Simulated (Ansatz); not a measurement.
Species: C2Cl3, charge -1, multiplicity 1. It need not be the lowest isomer of its formula. Whether it binds its extra electron was not tested at this geometry. SMILES: Cl[C-]=C(Cl)Cl
Coordinates optimised at B3LYP-D3(BJ)/def2-TZVP (Ansatz, a first-principles code):
```
C
C 1 1.3234
Cl 1 1.7743 2 120.03
Cl 2 1.8086 1 113.31 3 180.00
Cl 1 1.8188 2 131.06 4 0.00
```
Charge -1, spin multiplicity 1.

Parts of the frozen-core correlation energy in STO-3G (Ansatz, hartree). Frozen orbitals: 17; correlated occupied orbitals by spin: 15 and 15; virtual: 5 and 5. Spin-orbit coupling is left out. No relativistic terms.

| term | value |
|---|---|
| reference (HF) | -1438.38103 |
| MP2 opposite-spin | ___ |
| MP2 same-spin | ___ |
| CCSD correlation | ___ |
| (T) | -0.00400 |
| T1 diagnostic | 0.019 |
| largest doubles amplitude | 0.128 |

Question: Some entries are withheld; supply them.

Answer: 
- MP2 opposite-spin, value: -0.10148
- MP2 same-spin, value: -0.02319
- CCSD correlation, value: -0.15325
